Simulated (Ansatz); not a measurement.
A nudged elastic band was laid between two geometries of BrF$_{4}$HHf (7 atoms, charge 0, multiplicity 1).

All numbers below come from RKS BHLYP-D4/def2-SVP (Ansatz).

| Property | Result |
| --- | --- |
| movable images | 7 |
| climbing image | yes |
| spring | 5.0 eV/Å² |
| optimiser | quadratic models (default) |
| start path | through a guess of the saddle point |
| force threshold | 0.03 eV/Å |
| iteration limit | 60 |
| end points | relaxed |

Initial state:

```xyz
7
Properties=species:S:1:pos:R:3
Hf 0.072 0.000 -0.027
F 0.256 0.000 1.884
F 1.874 0.000 -0.623
F -0.651 1.596 -0.782
F -0.651 -1.596 -0.782
Br -2.831 0.000 1.280
H -2.203 0.000 2.552
```

Final state:

```xyz
7
Properties=species:S:1:pos:R:3
Hf -0.435 0.000 -0.107
F -0.113 0.000 2.192
F 1.446 0.000 0.192
F -0.633 1.528 -1.199
F -0.633 -1.528 -1.199
Br -2.771 0.000 1.097
H -0.995 0.000 2.526
```

(1) Which bonds break or form, and what moves?

(2) What energy profile does the band end with?

(3) What is the geometry of the highest image?

(4) What are the harmonic wavenumbers there?

Results:

(1) Bonds broken: Br6–H7. Bonds formed: F2–H7.

(2) It converged. The highest image is number 5 of 0 to 8, 11.2 kcal/mol above the first end and 6.7 kcal/mol above the last; the last end lies 4.4 kcal/mol above the first. A vibrational analysis at the climbing image gives one clearly imaginary mode, 767i cm⁻¹: a first-order saddle point. The orbitals stay closed-shell, which can raise the energy where a bond breaks towards radicals; this wasn't checked here.

```csv
image,path coordinate (Å),energy (kcal/mol),Br6–H7 (Å),F2–H7 (Å)
0,0.00,0.0,1.42,2.55
1,0.26,0.3,1.42,2.25
2,0.52,1.5,1.43,1.99
3,0.78,3.9,1.44,1.75
4,1.04,7.8,1.49,1.51
5,1.30,11.2,1.64,1.22
6,1.57,8.0,1.87,1.02
7,1.83,5.3,2.07,0.96
8,2.10,4.4,2.28,0.94
```

(3) 
```xyz
7
Properties=species:S:1:pos:R:3
Hf -0.248 0.000 -0.011
F -0.110 0.000 2.065
F 1.643 0.000 -0.115
F -0.675 1.563 -0.988
F -0.675 -1.563 -0.988
Br -2.746 0.000 1.364
H -1.323 0.000 2.175
```

(4) 767i, 29, 119, 120, 159, 179, 184, 202, 408, 613, 696, 697, 717, 835, 1343 cm⁻¹.

Run time: 2.9 min on 4 threads of AMD EPYC 7R43 64-Core Processor (Zen 3) (shared host), peak memory 0.38 GiB.
